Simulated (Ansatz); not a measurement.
Gas-phase electronic energies from Ansatz, PBE0-D4/def2-TZVP geometries. CBS: MP2 limit from def2 TZ/QZ plus the TZ coupled-cluster correction, frozen cores. Functionals use def2-TZVPP. B3LYP here is the variant with VWN-RPA as its local correlation; programs differ in this. def2 core potentials past Kr. For Ga, Se, Te outer-core shells are correlated without core-valence functions, which leaves a few kJ/mol of doubt a bond. Scalar relativity is left out up to krypton. One conformer a species, not always the lowest.

`CC([SeH])[TeH]` + `[F][GaH][F]` → `[F][Ga]([F])[SeH]` + `CC[TeH]`  (formal exchange of groups at the Se–C bond)

`CC([SeH])[TeH]`:

Cartesian coordinates in Å:
```
C -0.340 -0.673 -0.731
C -0.081 -0.029 0.611
Se -0.413 1.898 0.628
Te 1.930 -0.335 1.325
H 0.285 -0.228 -1.507
H -0.132 -1.745 -0.691
H -1.386 -0.535 -1.023
H -0.690 -0.481 1.395
H -1.767 1.814 0.044
H 2.594 0.313 -0.050
```

`[F][GaH][F]`:

```xyz
4

F     1.612    0.291    0.394
Ga   -0.029   -0.089   -0.043
F    -1.120    1.215    0.329
H    -0.463   -1.417   -0.681
```

`[F][Ga]([F])[SeH]`:

Z-matrix (Å, degrees):
```
Ga
F 1 1.738
Se 1 2.287 2 122.2
F 1 1.740 2 114.8 3 180.0
H 3 1.470 1 89.9 2 180.0
```

`CC[TeH]`:

```xyz
9

C    -0.181   -0.997   -0.596
C     0.405    0.159    0.187
Te   -1.134    1.608    0.621
H    -0.969   -1.505   -0.036
H     0.594   -1.735   -0.820
H    -0.605   -0.665   -1.547
H     1.181    0.675   -0.377
H     0.816   -0.169    1.140
H    -0.106    2.629    1.428
```

| level | ΔE (kJ/mol) | difference from CCSD(T)/CBS |
| --- | --- | --- |
| LDA (SPW92) | -130.6 | 5.2 |
| revPBE-D4 | -131.4 | 4.4 |
| BLYP-D4 | -133.2 | 2.6 |
| B3LYP-D4 | -139.1 | -3.3 |
| ωB97X-V | -137.7 | -1.9 |
| PBE | -140.9 | -5.1 |
| revPBE | -144.6 | -8.8 |
| PBE0 | -146.1 | -10.3 |
| B3LYP | -148.0 | -12.2 |
| r2SCANh | -146.6 | -10.8 |
| r2SCAN0 | -148.8 | -13.0 |
| BHLYP | -152.9 | -17.1 |
| CAM-B3LYP | -144.7 | -8.9 |
| HF/def2-TZVPP | -161.1 | -25.3 |
| SCS-MP2/def2-TZVPP | -132.7 | 3.1 |
| MP2/CBS(def2) | -130.3 | 5.5 |
| CCSD(T)/CBS | -135.8 | 0 |

Largest T1 diagnostic among the species: 0.015.

From PBE to PBE0 (25 % exact exchange), in def2-TZVPP and without D4, ΔE moves by −5.2 kJ/mol. At CCSD(T), def2-SVP lies −9.9 kJ/mol from the extrapolated value and def2-TZVPP −0.7 kJ/mol. In def2-TZVPP, CCSD(T) changes the Hartree–Fock value by +24.6 kJ/mol (the triples alone add +3.9 kJ/mol) and MP2 by +30.1 kJ/mol.
